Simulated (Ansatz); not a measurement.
Species: BN, net charge 0, triplet state. 
Structure (B3LYP-D3(BJ)/def2-TZVP (Ansatz, a program for electronic structure) minimum search):
```xyz
2

B      0.0000     0.0000    -0.7688
N      0.0000     0.0000     0.5492
```
Charge 0, spin multiplicity 3.

Wanted: atomisation energy (electronic, to ground-state atoms), in eV. Valence correlation only, unless marked. Open shells are spin-unrestricted. Spin-orbit coupling is left out. Non-relativistic. The coupled-cluster limit lacks core correlation, which all-electron functionals hold. Basis-set limits of correlation are two-point, X^-3; Hartree-Fock from the larger set (for Q and 5 zeta extrapolated as (X+1)exp(-9√X)).

```json
[
 {"level": "PBE/def2-TZVPD", "program": "Ansatz", "atomisation energy (eV)": "5.30"},
 {"level": "r2SCAN/def2-TZVPD", "program": "Ansatz", "atomisation energy (eV)": "4.89"},
 {"level": "r2SCAN-D3(BJ)/def2-TZVPD", "program": "Ansatz + dftd3", "atomisation energy (eV)": "4.90"},
 {"level": "BHLYP/def2-TZVPD", "program": "Ansatz", "atomisation energy (eV)": "4.25"},
 {"level": "HSE06/def2-TZVPD", "program": "Ansatz", "atomisation energy (eV)": "4.83"},
 {"level": "wB97X-V/def2-TZVPD", "program": "Ansatz", "atomisation energy (eV)": "4.60"},
 {"level": "B2PLYP-D4/def2-TZVPD", "program": "Ansatz + dftd4", "atomisation energy (eV)": "4.70"}
]
```

### Question
What does CCSD(T)/CBS(cc-pVQZ,cc-pV5Z) (Ansatz) give?

### Answer
4.50 eV, so B2PLYP-D4/def2-TZVPD differs from it by 0.20 eV.
